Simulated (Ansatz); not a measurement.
Consider the isomerisation: `CS[Si]S` → `C[SiH]1SS1`.

Computed with Ansatz on PBE0-D4/def2-TZVP structures; ΔE is electronic, products minus reactants. CBS: MP2 limit from def2 TZ/QZ plus the TZ coupled-cluster correction, frozen cores. This one scheme is used for every species. Functionals use def2-TZVPP. B3LYP here is the variant with VWN-RPA as its local correlation; programs differ in this. Each species was taken in one conformer, which may not be the lowest.

```csv
level,ΔE (kJ/mol),difference from CCSD(T)/CBS
PBE-D4,-38.9,10.8
r2SCAN-D4,-53.5,-3.8
PBE0-D4,-48.6,1.1
B3LYP-D4,-35.2,14.5
ωB97X-V,-54.1,-4.4
ωB97M-V,-42.4,7.3
B2PLYP,-43.4,6.3
PBE,-38.9,10.8
r2SCAN,-53.4,-3.7
PBE0,-48.5,1.2
B3LYP,-35.4,14.3
HF/def2-TZVPP,-43.3,6.4
MP2/def2-TZVPP,-57.6,-7.9
SCS-MP2/def2-TZVPP,-52.6,-2.9
CCSD/def2-TZVPP,-43.0,6.7
CCSD(T)/def2-TZVPP,-43.2,6.5
HF/def2-QZVPP,-44.6,5.1
MP2/def2-QZVPP,-61.8,-12.1
SCS-MP2/def2-QZVPP,-56.9,-7.2
HF/CBS(def2),-44.7,5.0
MP2/CBS(def2),-64.1,-14.4
CCSD/CBS(def2),-49.6,0.1
CCSD(T)/CBS,-49.7,0
```

Largest T1 diagnostic among the species: 0.015.

From PBE to PBE0 (25 % exact exchange), in def2-TZVPP and without D4, ΔE moves by −9.6 kJ/mol.
